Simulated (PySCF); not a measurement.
Te(I)(Et) (C₂H₅ITe), SMILES [Te](I)CC.

The structure is a stationary point at PBE0-D3(BJ)/def2-SVP. The def2 effective core potentials stand for the cores of I, Te; spin–orbit coupling is left out. One conformer was computed; it need not be the lowest.

Computed with TDDFT-PBE/def2-SVPD in PySCF 2.14.0.

Vertical excitations. Isolated molecule, no solvent.

```csv
state,energy (eV),λ (nm),f,main pairs
S1,1.89,656,0.002,HOMO→LUMO 101 %
S2,3.29,377,0.005,HOMO−1→LUMO 100 %
S3,3.69,336,0.000,HOMO−2→LUMO 100 %
S4,3.86,321,0.000,HOMO→LUMO+1 99 %
S5,4.55,273,0.011,HOMO−3→LUMO 93 %
S6,4.85,256,0.017,HOMO→LUMO+2 100 %
S7,5.21,238,0.017,HOMO→LUMO+3 99 %
S8,5.23,237,0.004,"HOMO−1→LUMO+1 72 %, HOMO−4→LUMO 19 %"
S9,5.47,227,0.026,"HOMO−5→LUMO 54 %, HOMO−4→LUMO 20 %, HOMO−1→LUMO+1 16 %"
S10,5.54,224,0.046,"HOMO→LUMO+4 75 %, HOMO−2→LUMO+1 16 %"
T1,1.34,926,0,HOMO→LUMO 100 %
T2,2.83,438,0,HOMO−1→LUMO 100 %
T3,3.24,383,0,HOMO−2→LUMO 100 %
T4,3.44,361,0,HOMO→LUMO+1 99 %
```
Triplets are in the Tamm–Dancoff approximation, which puts them higher than full response would, so one can lie above its singlet here.
